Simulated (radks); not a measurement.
Values are calculated unless marked as measured or tabulated.
Problem. These are the eigenvalues of the occupied orbitals of an atom or ion with whole-number occupations (eV). Level of theory: scalar-relativistic Kohn-Sham, LDA (Slater exchange, VWN5 correlation), spin-polarised, spherical densities, finite nucleus; Fermi nuclear charge, rms radius of each element as measured or else 0.836 A^(1/3) + 0.57 fm (a radial shooting solver on a logarithmic mesh with Libxc functionals).

| orbital | eigenvalue |
|---|---|
| 1s up | -10231.24 |
| 1s down | -10231.17 |
| 2s up | -1280.360 |
| 2s down | -1280.335 |
| 2p up | -1118.558 |
| 2p down | -1118.527 |
| 3s up | -167.9034 |
| 3s down | -167.8311 |
| 3p up | -119.1416 |
| 3p down | -119.0451 |
| 3d up | -39.8152 |
| 3d down | -39.5780 |
| 4s up | -27.0270 |

Which element is it, and in what charge state? The configuration may be excited. Open shells, if any, are filled with parallel spins first.

Solution. Z = 31, gallium, charge +2: Ga2+ in [Ar] 3d10 4s1. The list shows which subshells hold electrons but not how many an open one holds; the 1s level, -375.99 hartree, gives Z - s = 27.4 by -(Z - s)^2/2, which with screening and relativity narrows Z to a few neighbours, and the depths of the outer levels then fix element, charge and occupations together.
